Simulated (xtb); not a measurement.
C₄H₅, charge -1, singlet, at a GFN2-xTB geometry. Base run: GFN2-xTB (xtb 6.7.1).

Input for xtb:
```
$ xtb mol.xyz --gfn 2 --chrg -1 --json

# file mol.xyz
9

C     -0.02689703     0.01898413     2.00101260
C     -0.00904766    -0.04049079     0.66114669
C      0.00789498    -0.42450959    -0.53346907
C      0.02444904     0.23607485    -1.86598431
H     -0.95631018     0.02398960     2.57125672
H      0.88696065     0.03044252     2.59575182
H     -0.01375398     1.34661131    -1.85047335
H      0.93433358    -0.04072948    -2.41968026
H     -0.82962597    -0.10066542    -2.47309051
```

Each row names what was changed in the base input (with any setting that the change needs).

| change | ΔE vs base (kJ/mol) | HOMO-LUMO gap (eV) | SCF cycles |
|---|---|---|---|
| base | 0.00 | 4.18 | 11 |
| etemp = 1000 | 0.00 | 4.18 | 11 |
| alpb = acetonitrile | ___ | ___ | 11 |

Task: Complete the blanks.

Result: 
- alpb = acetonitrile, ΔE vs base (kJ/mol): -218.6
- alpb = acetonitrile, HOMO-LUMO gap (eV): 4.19

ALPB and GBSA are two models with their own fitted parameters for each solvent, which aren't always the measured dielectric constant.
